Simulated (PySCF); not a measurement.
C₆H₅FSi.
Atom-mapped SMILES: `[CH:1]#[C:2][C:3]1=[CH:4][CH:5]=[CH:6][Si@H:7]1[F:8]` (hydrogens: H9 on C1; H10 on C4; H11 on C5; H12 on C6; H13 on Si7)

Mayer bond orders were computed from the PBE0/pcSseg-1 density (PySCF). Geometry: GFN2-xTB; no solvent, vibrations or thermal averaging.

Question: Rank these bonds by Mayer order, highest first.
A. Si7–C3
B. C1–C2
C. C5–C6
D. Si7–F8
E. C3–C4
F. C4–C5
G. C6–Si7

Answer: B (2.27), C (1.83), E (1.75), F (1.08), D (0.96), G (0.87), A (0.78).

Question: Set the orders of all bonds between heavy atoms beside their lengths and the difference of the ESP-fitted charges at their ends.

Answer: 
| bond | Mayer order | length (Å) | q(first) − q(second) (e) |
| --- | --- | --- | --- |
| C1–C2 | 2.272 | 1.204 | -0.358 |
| C5–C6 | 1.827 | 1.342 | +0.443 |
| C3–C4 | 1.745 | 1.351 | -0.011 |
| C2–C3 | 1.098 | 1.396 | +0.091 |
| C4–C5 | 1.084 | 1.451 | -0.045 |
| Si7–F8 | 0.962 | 1.616 | +1.142 |
| C6–Si7 | 0.868 | 1.882 | -1.341 |
| Si7–C3 | 0.777 | 1.903 | +0.955 |

Mayer orders depend on the basis set.
